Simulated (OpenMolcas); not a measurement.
# 2s2 2p along the 5-electron sequence

- Program: OpenMolcas 26.06
- Method: SS-CASPT2, IPEA 0.25 Eh, imaginary shift 0.1 Eh
- Basis: ANO-RCC-VQZP
- Scalar Hamiltonian: DKH2, point nucleus
- Spin-orbit coupling: state interaction with AMFI integrals over the reference wave functions, term energies averaged over their components

Active space for each ion: 1 electron in 3 orbitals (2p); closed shells correlated by CASPT2: 1s 2s.

Computed levels in cm-1 above 2P* 1/2:

```json
{"Level": "2P* 3/2", "N2+": "175", "O3+": "388", "F4+": "751", "Ne5+": "1307"}
{"Level": "weight of 2P* in the lowest level (%)", "N2+": "100", "O3+": "100", "F4+": "100", "Ne5+": "100"}
```

Measured, with the error of the calculation in %. Measured levels: N2+ from Moore, Selected Tables of Atomic Spectra, NSRDS-NBS 3, section 5; O3+ from Moore, Selected Tables of Atomic Spectra, NSRDS-NBS 3, section 10; F4+ from Moore, Atomic Energy Levels, vol. I, NSRDS-NBS 35 (1971 reprint of NBS Circular 467, 1949); Ne5+ from NIST levels in Podobedova, Fuhr, Reader and Wiese, J. Phys. Chem. Ref. Data 33, 525 (2004).

```
  Level         N2+         O3+         F4+         Ne5+
2P* 3/2  174 (+0.2)  386 (+0.5)  746 (+0.6)  1310 (-0.2)
```

The fine-structure level 2P* 3/2 changes by a factor of 7.47 from N2+ to Ne5+. Its fourth root runs 3.64, 4.44, 5.23, 6.01, with steps per unit of Z of 0.80, 0.80, 0.78; equal steps would mean a (Z - σ)^4 law with constant σ.

With one active electron, CASPT2 adds the correlation within the correlated inactive shells and between them and that electron, and leaves the splitting within a term as the reference gives it. Computed and measured levels are paired by configuration, term and J; levels that our copy of the source lacks, or whose pairing is in doubt (as where it misses far off the trend of its configuration), stay unpaired and out of the deviations. Only configurations of the active space appear.

* marks odd parity.
